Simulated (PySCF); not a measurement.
# Stretching Bi2

Set-up: PySCF, scalar-relativistic core potentials, basis sets Bi cc-pVTZ-PP with ECP60. Energies in eV from Bi + Bi in their ground configurations at the same level. State: ¹Σg⁺ (singlet), closed shell.

All columns are PBE0.

| R (Å) | E (eV) | HOMO (eV) | LUMO (eV) | Mayer bond order | ⟨S²⟩ |
| --- | --- | --- | --- | --- | --- |
| 2.252 | -0.439 | -6.51 | -2.10 | 3.00 | 0.00 |
| 2.356 | -1.446 | -6.57 | -2.28 | 2.99 | 0.00 |
| 2.461 | -1.988 | -6.38 | -2.45 | 2.98 | 0.00 |
| 2.539 | -2.177 | -6.25 | -2.58 | 2.98 | 0.00 |
| 2.618 | -2.228 | -6.13 | -2.70 | 2.98 | 0.00 |
| 2.696 | -2.176 | -6.02 | -2.81 | 2.98 | 0.00 |
| 2.801 | -1.988 | -5.90 | -2.96 | 2.98 | 0.00 |
| 2.932 | -1.631 | -5.76 | -3.12 | 2.99 | 0.00 |
| 3.089 | -1.103 | -5.63 | -3.30 | 2.99 | 0.00 |
| 3.299 | -0.341 | -5.49 | -3.51 | 3.00 | 0.00 |

Closed-shell solutions of metal pairs were not tested for spin polarisation, which can lower them a little. These are scalar-relativistic numbers at best; spin–orbit coupling would shift them, the dissociation energy most.
